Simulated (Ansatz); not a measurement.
Ansatz (an electronic-structure program) input (CCSD(T)/aug-cc-pV(D+d)Z):
A basis named .json is the Basis Set Exchange file of that set.

Ansatz 0.2 input:
```yaml
crystal:
  periodic: [false, false, false]
  atoms:
    - {symbol: Si, position_ang: [-0.37789240, -0.19090020, 0.12033417]}
    - {symbol: O, position_ang: [-0.55175281, 1.31143864, -0.26473893]}
    - {symbol: O, position_ang: [1.23091311, -0.75379919, -0.01095372]}
    - {symbol: H, position_ang: [-1.14568575, -1.20710415, -0.70974336]}
    - {symbol: H, position_ang: [-0.74355969, -0.58318763, 1.54286845]}
    - {symbol: H, position_ang: [1.74645660, 0.00177896, -0.31226225]}
basis:
  gaussian:
    orbitals: aug-cc-pV_D+d_Z.json
total_charge: -1
magnetization: {spin_polarized: false}
correlation: {method: ccsd_t, electrons: outside_noble_gas}
output: {forces: true}
```

End of the output:

```
mean field evaluation 16: about -11984.9092 eV, gradient 3.0e1 eV
mean field -11987.24833207 eV, -440.5232509547 hartree, gradient 3.0e-6 eV, S^2 0.000000; 0 other end points of the search recorded, 0 dependent functions left out
7 core orbitals not correlated
reference -11987.24833207 eV, -440.5232509547 hartree; 10, 10 occupied and 88, 88 virtual orbitals, 1035 factors
densities: 1.94 GiB planned
second order -14.50242902 eV of doubles, -0.00000000 eV of singles
coupled cluster: 2.21 GiB planned
cycle   1  -14.42195076 eV  change    8.0e-2 eV  update   1.2e-1
cycle   2  -14.83056063 eV  change   -4.1e-1 eV  update   3.9e-2
cycle   3  -14.95803661 eV  change   -1.3e-1 eV  update   2.1e-2
cycle   4  -14.96008554 eV  change   -2.0e-3 eV  update   6.1e-3
cycle   5  -14.95397785 eV  change    6.1e-3 eV  update   3.4e-3
cycle   6  -14.95464412 eV  change   -6.7e-4 eV  update   1.3e-3
cycle   7  -14.95522674 eV  change   -5.8e-4 eV  update   6.0e-4
cycle   8  -14.95501852 eV  change    2.1e-4 eV  update   2.5e-4
cycle   9  -14.95490121 eV  change    1.2e-4 eV  update   8.0e-5
cycle  10  -14.95497882 eV  change   -7.8e-5 eV  update   3.4e-5
cycle  11  -14.95494056 eV  change    3.8e-5 eV  update   1.4e-5
cycle  12  -14.95493563 eV  change    4.9e-6 eV  update   6.1e-6
perturbative correction -0.47318825 eV, -0.0173893473 hartree
the calculation of the forces begins
0.57 GiB of device memory are held for the factors and their scratch space
Total energy: -12002.67645594 eV, -441.0902240496 hartree
Atom 0 at    -0.377892    -0.190900     0.120334 Å, force    -0.510370    -0.990776     0.365529 eV/Å
Atom 1 at    -0.551753     1.311439    -0.264739 Å, force    -0.170338     1.304402    -0.330878 eV/Å
Atom 2 at     1.230913    -0.753799    -0.010954 Å, force     0.608687    -0.422754     0.008432 eV/Å
Atom 3 at    -1.145686    -1.207104    -0.709743 Å, force    -0.041890    -0.041956    -0.037956 eV/Å
Atom 4 at    -0.743560    -0.583188     1.542868 Å, force    -0.023515    -0.013446     0.064976 eV/Å
Atom 5 at     1.746457     0.001779    -0.312262 Å, force     0.137425     0.164528    -0.070102 eV/Å
Dipole moment:     0.395663    -0.330036     0.020780 e Å
```

It need not be the lowest isomer of its formula. Whether it binds its extra electron was not tested at this geometry.
